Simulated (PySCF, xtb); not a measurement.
C5H4O2, SMILES C1(=O)C(OC1)=C=C.

GFN2-xTB (xtb) at its own geometry gives an orbital gap of 2.98 eV and a dipole moment of 1.73 D.

Geometry optimised at PBE0-D3(BJ)/def2-SVP. The structure was generated by enumeration, and PubChem lists no compound with its InChIKey, so it may never have been made.

Q: What does PBE0/def2-TZVP (PySCF) give? (An estimate is asked for; the answer gives what the named calculation found.)

A: gap 5.27 eV (levels -7.10 and -1.83 eV), dipole 1.36 D.
